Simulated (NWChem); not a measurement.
System: CH3ClOSe; SMILES [Se](Cl)OC

NWChem input:

```
start job
memory heap 200 mb stack 900 mb global 1100 mb
geometry units angstroms noautosym nocenter noautoz
  Se     0.748459    -0.000623    -0.002492
  Cl    -0.743877    -1.609769    -0.076652
  O     -0.224520     1.350320     0.611846
  C     -1.120095     1.958810    -0.299222
  H     -1.935199     1.268019    -0.571825
  H     -1.546890     2.827783     0.222342
  H     -0.609900     2.294977    -1.217403
end
basis spherical
  * library cc-pvtz
end
dft
  xc b3lyp
  iterations 150
  semidirect filesize 400000000
end
property
  efieldgrad
end
task dft property
```

Geometry: optimised at PBE0/def2-SVP.

Vzz is the largest principal value of the second derivative of the potential at the nucleus (NWChem prints the opposite sign); η is the asymmetry. Non-relativistic.

Atoms are numbered as in the input.

Give the results of this calculation. (B3LYP/cc-pVTZ.) Quantities: Vzz Se1 (a.u.); η Se1; Vzz Cl2 (a.u.); η Cl2; Vzz O3 (a.u.); η O3.


| Quantity | Value |
|---|---|
| Vzz Se1 (a.u.) | -9.582 |
| η Se1 | 0.30 |
| Vzz Cl2 (a.u.) | 3.470 |
| η Cl2 | 0.24 |
| Vzz O3 (a.u.) | 1.761 |
| η O3 | 0.80 |
